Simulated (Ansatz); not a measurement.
Reaction (ligand exchange at the Si–C bond): `NC(F)([SiH3])S` + `OBF` → `FBO[SiH3]` + `NC(F)S`

Isolated molecules relaxed with PBE0-D4/def2-TZVP in Ansatz; ΔE leaves out vibrations. CBS: MP2 limit from def2 TZ/QZ plus the TZ coupled-cluster correction, frozen cores. This one scheme is used for every species. Functionals use def2-TZVPP. HSE06 is defined as in plane-wave codes. One conformer a species, not always the lowest.

| level | ΔE (kcal/mol) |
| --- | --- |
| HSE06-D4 | -21.5 |
| CCSD/def2-SVP | -20.1 |

(1) What does CCSD(T)/CBS give? (Best estimate.)

Largest T1 diagnostic among the species: 0.013.

Results:

(1) The calculation gave: -23.0 kcal/mol. The listed levels differ from it by 1.5, 2.9 kcal/mol.

In def2-TZVPP, CCSD(T) changes the Hartree–Fock value by +7.9 kcal/mol (the triples alone add +1.3 kcal/mol) and MP2 by +7.8 kcal/mol. From PBE to PBE0 (25 % exact exchange), in def2-TZVPP and without D4, ΔE moves by −2.1 kcal/mol. At CCSD(T), def2-SVP lies +4.0 kcal/mol from the extrapolated value and def2-TZVPP −0.3 kcal/mol.
